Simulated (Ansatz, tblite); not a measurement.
Cost and result up the ladder for HfF₄ (5 atoms). Charge 0, multiplicity 1. Geometry: PBE0-D4/def2-SVP.

```xyz
5

Hf    0.0001   -0.0002    0.0000
F    -0.1550    1.7850   -0.6422
F    -0.6481   -1.2079   -1.3210
F    -1.0245   -0.1922    1.5928
F     1.8275   -0.3847    0.3704
```

Ansatz on 4 threads of AMD EPYC 9R45 on a shared host; xTB runs through tblite on one thread. Times are rough, summed over both states, and most runs start from the orbitals of an earlier one. No level here is sound enough to serve as a yardstick. The other state is a triplet.

In the def2 sets Hf takes a core potential; there is no spin–orbit coupling. The xTB rows come from tblite. HOMO above LUMO, or a gap near zero within one spin, warns that the state may not be the lowest or that an electron is smeared out.

xTB has no spin-polarisation term.

```
              level  functions  wall time
           GFN2-xTB         25    0.005 s
           GFN1-xTB         25    0.006 s
   PBE-D4/def2-TZVP        164      2.9 s
r2SCAN-D4/def2-TZVP        164      5.7 s
```

(1) Estimate what each level gives for the vertical triplet (eV).

## Answers

(1) 
| level | vertical triplet (eV) | remarks |
| --- | --- | --- |
| GFN2-xTB | 5.68 | – |
| GFN1-xTB | 5.10 | – |
| PBE-D4/def2-TZVP | 8.46 | gap within one spin near zero (triplet) |
| r2SCAN-D4/def2-TZVP | 8.95 | gap within one spin near zero (triplet) |
